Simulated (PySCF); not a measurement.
C2H6BO3, SMILES B(OC)(OC)[O], multiplicity 2. Atoms are numbered in the order given.

```xyz
12

C      0.7281     2.1003     0.0000
O      0.7010     0.6941     0.0000
B     -0.4593    -0.0185     0.0000
O     -1.6484     0.6630     0.0000
O     -0.4871    -1.3681     0.0000
C      0.6913    -2.1351     0.0000
H      0.2348     2.5167    -0.8939
H      0.2348     2.5167     0.8939
H      1.7791     2.4207     0.0000
H      0.7073    -2.7805    -0.8921
H      0.7073    -2.7805     0.8921
H      1.5930    -1.5043     0.0000
```
Charge 0, spin multiplicity 2.

Coordinates come from a PBE0-D3(BJ)/def2-SVP optimisation. The isomer is the one that the SMILES or the coordinates give; other isomers of the formula were not compared. The values are those of a single conformer.

All values below come from TDA-M06-2X/def2-SVPD in PySCF.

Vertical excitations. 

```json
[
 {"state": "root 1", "energy (eV)": "0.19", "λ (nm)": "6472", "f": "0.000", "main pairs": "β HOMO−1→LUMO 51 %, β HOMO−4→LUMO 37 %"},
 {"state": "root 2", "energy (eV)": "2.27", "λ (nm)": "547", "f": "0.000", "main pairs": "β HOMO−5→LUMO 53 %, β HOMO−2→LUMO 21 %, β HOMO−9→LUMO 13 %"},
 {"state": "root 3", "energy (eV)": "3.87", "λ (nm)": "320", "f": "0.000", "main pairs": "β HOMO→LUMO 85 %, β HOMO−1→LUMO 13 %"},
 {"state": "root 4", "energy (eV)": "5.11", "λ (nm)": "242", "f": "0.001", "main pairs": "β HOMO−2→LUMO 71 %, β HOMO−3→LUMO 14 %"},
 {"state": "root 5", "energy (eV)": "5.28", "λ (nm)": "235", "f": "0.000", "main pairs": "β HOMO−4→LUMO 55 %, β HOMO−1→LUMO 34 %"},
 {"state": "root 6", "energy (eV)": "5.44", "λ (nm)": "228", "f": "0.008", "main pairs": "β HOMO−3→LUMO 75 %, β HOMO−5→LUMO 15 %"},
 {"state": "root 7", "energy (eV)": "7.91", "λ (nm)": "157", "f": "0.000", "main pairs": "α HOMO→LUMO 46 %, β HOMO→LUMO+1 40 %"},
 {"state": "root 8", "energy (eV)": "7.99", "λ (nm)": "155", "f": "0.001", "main pairs": "α HOMO→LUMO 42 %, β HOMO→LUMO+1 47 %"},
 {"state": "root 9", "energy (eV)": "8.13", "λ (nm)": "152", "f": "0.007", "main pairs": "β HOMO−6→LUMO 93 %"},
 {"state": "root 10", "energy (eV)": "8.41", "λ (nm)": "147", "f": "0.008", "main pairs": "β HOMO−1→LUMO+1 79 %"}
]
```
Unrestricted roots are not spin-pure.
